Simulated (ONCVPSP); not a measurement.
## gadolinium: one change to an ONCV potential, before and after

gadolinium (Gd), optimised norm-conserving Vanderbilt (ONCV), made with ONCVPSP 4.0.1 (PBE, scalar-relativistic). Core [Kr] 4d10, reference 4f6.5 5s2 5p6 5d1.5 6s2. Waves: 5s+6s: rc 2.25 bohr, ncon 5, nbas 9, qcut 5.1 1/bohr, 2 projectors; 5p: rc 1.90 bohr, ncon 3, nbas 7, qcut 9.1 1/bohr, 2 projectors, debl 1.8 Ha; 5d: rc 3.50 bohr, ncon 4, nbas 8, qcut 4.3 1/bohr, 2 projectors, debl 2.7 Ha; 4f: rc 1.05 bohr, ncon 4, nbas 8, qcut 19.6 1/bohr, 1 projector. Local part: polynomial inside 1.00 bohr (lpopt 5, dvloc0 0 Ha). Core correction: Teter function, fcfact 1.75, rcfact 1.7.

Change: local potential polynomial inside 1.00 bohr (lpopt 5, dvloc0 7 Ha).

Cutoffs: the cutoffs (Ha) at which the residual kinetic energy of the hardest occupied pseudo-wave falls to 1 and 0.1 mHa per electron; they do not see the model core or the augmentation charge, which bear on the density cutoff. Errors are all-electron minus pseudo energies relative to the spin-unpolarised reference configuration.

Task: How do hardness, ghosts and transferability respond?

Result: The potential gets neither clearly harder nor softer (138 Ha and 154 Ha → 138 Ha and 154 Ha); both files keep a bound ghost (s); of the 4 tests that both files solve, the error grows in 1 and shrinks in 3 by more than 15 % and 0.3 meV (median size 75.4 → 58.1 meV); the range in which the p phases agree widens (upper end 2.5 → at the end of the scan).

```tsv
quantity	base	changed
cutoff, loose	138 Ha	138 Ha
cutoff, tight	154 Ha	154 Ha
bound ghosts	s	s
GHOST(+) flags under 300 eV	p at 84.6 eV, d at 92.4 eV	p at 182.5 eV
error for 4f7 5s2 5p6 5d1 6s2, meV [ΔE -3.76 eV]	-108	-90
error for 4f7 5s2 5p6 5d1 6s1, meV [ΔE 2.88 eV]	-87	-69
error for 4f7 5s2 5p6 5d1 6s0, meV [ΔE 14.98 eV]	-64	-47
error for 4f6 5s2 5p6 5d1 6s2, meV [ΔE 12.47 eV]	+15	+43
s: phases at 2.29 bohr within 0.05 rad from the reference energy up to (Ha; the scan ends near 5)	4.9	to the end of the scan
p: phases at 1.93 bohr within 0.05 rad from the reference energy up to (Ha; the scan ends near 5)	2.5	to the end of the scan
d: phases at 3.56 bohr within 0.05 rad from the reference energy up to (Ha; the scan ends near 5)	0.5	0.5
f: phases at 1.06 bohr within 0.05 rad from the reference energy up to (Ha; the scan ends near 5)	3.4	2.9
rms error of d²Exc/dni dnj with the model core, mHa	4.88	4.88
```

 A true bound ghost makes a file unfit for plane-wave use even where its test errors are small: the radial tests pick states by their node count and pass the ghost by.
